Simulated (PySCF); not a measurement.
**Assignment exercise: C4H4BF3O**

Molfile (atoms numbered from 1):
```
C4H4BF3O
     RDKit          3D

 13 12  0  0  0  0  0  0  0  0999 V2000
    2.7095    0.4952    0.2227 C   0  0  0  0  0  0  0  0  0  0  0  0
    1.4433   -0.1628   -0.0228 C   0  0  0  0  0  0  0  0  0  0  0  0
    0.3729   -0.7127   -0.2257 C   0  0  0  0  0  0  0  0  0  0  0  0
   -0.9149   -1.4594   -0.4917 B   0  0  0  0  0  0  0  0  0  0  0  0
   -2.1402   -0.8434   -0.6259 O   0  0  0  0  0  0  0  0  0  0  0  0
   -2.3520    0.4856   -0.5254 C   0  0  0  0  0  0  0  0  0  0  0  0
   -1.9961    0.9515    0.6669 F   0  0  0  0  0  0  0  0  0  0  0  0
   -3.6429    0.7172   -0.6926 F   0  0  0  0  0  0  0  0  0  0  0  0
   -1.6836    1.1634   -1.4524 F   0  0  0  0  0  0  0  0  0  0  0  0
    3.5026    0.0696   -0.4118 H   0  0  0  0  0  0  0  0  0  0  0  0
    2.6462    1.5762    0.0253 H   0  0  0  0  0  0  0  0  0  0  0  0
    3.0126    0.3569    1.2727 H   0  0  0  0  0  0  0  0  0  0  0  0
   -0.9534   -2.6573   -0.6071 H   0  0  0  0  0  0  0  0  0  0  0  0
  1  2  1  0
  2  3  3  0
  3  4  1  0
  4  5  1  0
  5  6  1  0
  6  7  1  0
  6  8  1  0
  6  9  1  0
  1 10  1  0
  1 11  1  0
  1 12  1  0
  4 13  1  0
M  END
```

- coordinates at the PBE0-D3(BJ)/def2-SVP level
- couplings computed with B3LYP/pcJ-1 (spin–dipole term only in couplings to heteroatoms)
- PBE/pcSseg-1 with gauge-including orbitals
- code: PySCF 2.14
- no relativistic terms, one conformer, rapidly exchanging positions averaged, gas phase

Referencing at the same level of theory: TMS for 13C (σ = 180.03 ppm), 1H (σ = 31.20 ppm).

Q: Assign these signals to the numbered atoms. 13C{1H} NMR (computed): δ 132.1 (C, q, J = 334.9 Hz), 124.8 (C), 90.8 (C), 6.9 (CH3).

A: 
```tsv
δ (ppm)	atoms	environment	reason
132.1	C6	CF3 carbon	4 electronegative neighbours deshield it
124.8	C2	alkyne carbon	–
90.8	C3	alkyne carbon	the triple bond shields along its axis, which puts it between sp3 and sp2 carbons
6.9	C1	propargylic methyl carbon	a saturated carbon with 1 carbon neighbour and no heteroatom attached
```

Q: Assign these signals to the numbered atoms. 1H NMR (500 MHz, computed): δ 4.86 (br, 1H), 2.21 (s, 3H).

A: 
```tsv
δ (ppm)	atoms	environment	reason
4.86	H13	hydrogen on a boron bonded to C, O	–
2.21	H10/H11/H12	hydrogen on a propargylic methyl carbon	–
```

Hydrogens on boron are broadened and split by 11B (spin 3/2, 80 %) and 10B (spin 3). A carbon bonded to boron is broadened by the quadrupolar boron nucleus and is often missing from a measured spectrum. C–F couplings over four or more bonds (about 3 Hz to the para carbon of a fluoroarene) are left out. Common functionals overestimate the size of one-bond C–F couplings by tens of Hz; these are unscaled. Shifts are as computed. Against solution values, carbons near 30 ppm lie about +2 ppm off and those near 130 ppm about +2 ppm. Of 1211 compounds with measured shifts, 218 miss one by over three times the rms of a fit or turn the order of signals round; such compounds aren't used in these exercises.
